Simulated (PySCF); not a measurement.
Simulated C 1s region for `C[AsH][GeH2][CH]1CCC1`, binding energy against the vacuum level.

Every computed line was given a Gaussian of 0.6 eV full width at half maximum and an area set by the number of equivalent atoms; the highest printed point is 100. Method used: delta-SCF UKS SCAN, pcX-2 on the ionised atom, pcseg-1 elsewhere, spin-free X2C in PySCF 2.14.0.

binding energy (eV), intensity and a bar:
```
    289.1          0 
    289.2          1 
    289.3          2 
    289.4          4 #
    289.5          8 ##
    289.6         14 ####
    289.7         23 #######
    289.8         36 ###########
    289.9         51 ###############
    290.0         69 #####################
    290.1         86 ##########################
    290.2         98 ##############################
    290.3        100 ##############################
    290.4         89 ###########################
    290.5         69 #####################
    290.6         47 ##############
    290.7         27 ########
    290.8         13 ####
    290.9          6 ##
    291.0          2 #
    291.1          1 
    291.2          0
```

Q: Count the maxima, the lines and the sites behind this envelope.

A: The curve has 1 maximum (at 290.3 eV). Under it lie 4 lines from 4 inequivalent carbon sites. At this width some lines have no maximum of their own.

Q: Decompose the envelope and assign each component. Numbering: `[CH3:1][AsH:2][GeH2:3][CH:4]1[CH2:5][CH2:6][CH2:7]1`.

A: 
```json
{"position (eV)": "289.90", "relative area": "1", "line": "C 1s", "atoms": "C4", "environment": "sp3 carbon bound to germanium"}
{"position (eV)": "290.28", "relative area": "1", "line": "C 1s", "atoms": "C1", "environment": "methyl carbon"}
{"position (eV)": "290.29", "relative area": "2", "line": "C 1s", "atoms": "C5/C7", "environment": "four-membered-ring carbon"}
{"position (eV)": "290.33", "relative area": "1", "line": "C 1s", "atoms": "C6", "environment": "four-membered-ring carbon"}
```

Lowest listed C 1s: C4, bonded to 2 C, H and Ge. Highest, 0.43 eV above it: C6, bonded to 2 C and 2 H. The values 290.28, 290.29 and 290.33 eV lie too close for their order to be trusted.

Shake-up satellites, vibrational structure and lifetime widths aren't simulated. Topologically equivalent atoms share the value of their first member; where this conformer doesn't relate them by symmetry, their own values could differ. Geometry: PBE0-D3(BJ)/def2-SVP, one conformer, isolated molecule.

The values belong to the conformer `[CH3:1][AsH:2][GeH2:3][CH:4]1[CH2:5][CH2:6][CH2:7]1`: C1–As2–Ge3–C4 164°, As2–Ge3–C4–C5 163°.
